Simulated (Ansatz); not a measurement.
`C[NH][Hf]([NH]C)([NH]C)[NH]C` + H₂O → `C[NH][Hf]([OH])([NH]C)[NH]C` + CH₃NH₂  (formal hydrolysis of the Hf–N bond)

Program: Ansatz. Geometries: PBE0-D4/def2-TZVP. ΔE: electronic, gas phase. CBS: MP2 limit from def2 TZ/QZ plus the TZ coupled-cluster correction, frozen cores. This one scheme is used for every species. Functionals use def2-TZVPP. def2 core potentials past Kr. For Hf outer-core shells are correlated without core-valence functions, which leaves a few kJ/mol of doubt a bond. Each species was taken in one conformer, which may not be the lowest.

```
                       species  PBE-D4 energy (Eh)
`C[NH][Hf]([NH]C)([NH]C)[NH]C`          -428.90709
                           H₂O           -76.38027
 `C[NH][Hf]([OH])([NH]C)[NH]C`          -409.54394
                        CH₃NH₂           -95.76915
```

**Question.** Work out ΔE.

**Answer.** ΔE = (-409.54394) + (-95.76915) − (-428.90709) − (-76.38027) = -0.02573 Eh = -67.6 kJ/mol. CCSD(T)/CBS gives -66.6 kJ/mol.

Largest T1 diagnostic among the species: 0.014.

The D4 term adds +10.0 kJ/mol with B3LYP and +6.3 kJ/mol with PBE0; it sums over pairs of atoms, weighted by their polarisabilities, and B3LYP, whose exchange is more repulsive, gets the larger term. Leaving LDA and LC-ωPBE aside and taking each functional with its dispersion term where it has one, the values, not all of them listed here, spread over 12.8 kJ/mol, from CAM-B3LYP-D4 to revPBE-D4. LDA lies +5.0 kJ/mol from PBE without D4. In def2-TZVPP, CCSD(T) changes the Hartree–Fock value by +22.3 kJ/mol (the triples alone add +3.5 kJ/mol) and MP2 by +23.5 kJ/mol.

B3LYP here is the variant with VWN-RPA as its local correlation; programs differ in this.
